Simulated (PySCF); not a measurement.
Ionising ZnN

PBE0; PySCF, no relativity, basis sets Zn 6-31G(d,p), N 6-31G(d,p). Neutral (UKS): quartet (σ ↑, π ↑↑), Re = 1.945 Å, ωe = 458 cm⁻¹, De = 0.82 eV, HOMO -5.68 eV, LUMO -2.38 eV.

ZnN⁺ (UKS): triplet (π ↑↑), Re = 1.910 Å, ωe = 518 cm⁻¹, De = 1.40 eV to Zn⁺ + N. The energies at the minima are -1833.34070 hartree for ZnN and -1833.04590 for ZnN⁺.

Question: Work out the adiabatic ionisation energy, without and with harmonic zero-point energies (1 hartree = 27.2114 eV, 1 eV = 8065.5 cm⁻¹), and the change of the bond length.

Answer: At PBE0: 0.29480 hartree = 8.022 eV between the minima; the zero-point term (518.0 − 458.0)/2 cm⁻¹ = +0.004 eV makes it 8.026 eV. Re changes by -3.5 pm against the neutral. The electron leaves a σ orbital, and the shorter bond of the ion fits an antibonding orbital, or a change in how ionic the bond is.

For an ion De counts to the pair picked by the measured ionisation energies or electron affinities, which need not be the lowest pair at this level. States were picked by a PBE0 search and need not be the measured ground states.
